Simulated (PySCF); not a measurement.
## Correlation energy of Fe (iron, neutral)

[Ar] 3d6 4s2, high-spin 5D determinant. Computed with PySCF 2.14 in x2c-TZVPPall (6s5p4d2f1g, 64 functions), with scalar relativity by spin-free X2C-1e. Frozen: [Ne]; 16 electrons correlated.

```json
{"level": "CCSD", "correlation energy (mhartree)": "-512.09"}
{"level": "(T)", "correlation energy (mhartree)": "-13.70"}
{"level": "CCSD(T)", "correlation energy (mhartree)": "-525.79"}
```

Diagnostics: T1 = 0.018, D1 = 0.0698, largest double amplitude 0.118.

Task: Is a single reference adequate?

Result: Mostly. T1 lies below 0.03, but a double amplitude of this size points to a near-degeneracy that CCSD handles and MP2 describes poorly.

This basis was not built for core-valence correlation, so the inner-shell part is incomplete.
